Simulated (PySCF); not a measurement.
HOSi, SMILES [Si]=[OH+] (connectivity only; charge and spin as stated), charge +1, multiplicity 1. Atoms are numbered in the order given.

```xyz
3

O      0.0000     0.0000    -0.8959
Si     0.0000     0.0000     0.6450
H      0.0000     0.0000    -1.8630
```
Charge +1, spin multiplicity 1.

Geometry optimised at r2SCAN-D4/def2-TZVPD. The isomer is the one that the SMILES or the coordinates give; other isomers of the formula were not compared.

The numbers are results of ωB97X/def2-TZVPD run with PySCF, not measurements.

Mulliken values depend strongly on the basis, most of all with diffuse functions as here. Atomic charges (e):

```json
[
 {"atom": "O1", "Mulliken": "-0.12", "meta-Löwdin": "(withheld)"},
 {"atom": "Si2", "Mulliken": "0.68", "meta-Löwdin": "(withheld)"},
 {"atom": "H3", "Mulliken": "0.44", "meta-Löwdin": "(withheld)"}
]
```

What belongs in the gaps? (The exact figures need the calculation; the answer reports its results.)


- O1, meta-Löwdin: -0.61
- Si2, meta-Löwdin: 1.17
- H3, meta-Löwdin: 0.44
